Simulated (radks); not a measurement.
Results of a calculation; reference values are marked as such.
Task: Mg4+, configuration 1s1 2s2 2p4 3p1 (not the ground configuration). Code: a radial shooting solver on a logarithmic mesh with Libxc functionals. Model: scalar-relativistic Kohn-Sham, PBE, spin-unpolarised, spherical densities, point nucleus. Some entries of the table are withheld. Estimate them.

orbital  occ.  eigenvalue (eV)  <1/r> (bohr^-1)
1s          1              (1)              (2)
2s          2        -187.9755              (3)
2p          4              (4)            2.379
3p          1              (5)           0.7461

Result: 
(1) 1s eigenvalue (eV): -1486.006
(2) 1s <1/r> (bohr^-1): 11.88
(3) 2s <1/r> (bohr^-1): 2.422
(4) 2p eigenvalue (eV): -159.3456
(5) 3p eigenvalue (eV): -45.7384
